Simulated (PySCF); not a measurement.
An unknown is described by computed data only.

Formula: C7H14N2Si.

| Item | Value |
| --- | --- |
| UV, first state | lowest singlet excitation: 6.09 eV (204 nm, f = 0.063) [TDDFT CAM-B3LYP/def2-SVPD] |
| Valence photoelectron | vertical ionisation energy: 8.30 eV [ΔSCF CAM-B3LYP/def2-SVPD] |
| 13C NMR | chemical shifts (computed TMS as zero) by class: 136.4 (1 C), 134.2 (1 C), 123.4 (1 C), 34.2 (1 C), 31.3 (3 C) ppm [GIAO KT3/pcSseg-1] |
| Rotational structure | rotational constants A, B, C: 1.475, 1.074, 0.727 GHz [PBE0-D3(BJ)/def2-SVP] |
| Dipole | 3.69 D [CAM-B3LYP/def2-SVPD] |
| Polarisability | 119.6 au [CAM-B3LYP/def2-SVPD] |

The electronic properties come from PySCF, for the isolated species, density fitting. Levels stand in brackets. Isolated species at its PBE0-D3(BJ)/def2-SVP geometry, gas phase. NMR values are class means; diastereotopic atoms form classes of their own.

Q: Give a SMILES that accounts for the data.

A: Numbering: `[CH3:1][C:2]([CH3:3])([CH3:4])[c:5]1[cH:6][n:7][cH:8][n:9]1[SiH3:10]`. Its formula, C7H14N2Si, gives 3 degrees of unsaturation: 1 ring and 2 π bonds in the structure found (Kekulé form). 7 carbons fall into 5 classes; from least to most shielded: substituted aromatic carbon [C5] (136.4 ppm), aromatic CH next to a ring nitrogen [C8] (134.2 ppm), aromatic CH next to a ring nitrogen [C6] (123.4 ppm), benzylic-type carbon [C2] (34.2 ppm), methyl carbon [C1/C3/C4] (31.3 ppm, 3 C). The first electron is taken from the HOMO, whose largest Löwdin shares are 0.27 on the substituted aromatic carbon, 0.23 on an aromatic CH next to a ring nitrogen, 0.20 on an aromatic CH next to a ring nitrogen and 0.09 on the pyridine-type nitrogen. The optimised geometry has point group C1 and is an asymmetric top. Structure: `CC(C)(C)c1cncn1[SiH3]`. The assignments are read from this structure; whether some other isomer fits the data as well wasn't checked.

Shape of the structure used: `[CH3:1][C:2]([CH3:3])([CH3:4])[c:5]1[cH:6][n:7][cH:8][n:9]1[SiH3:10]`: C1–C2–C5–C6 -110°.
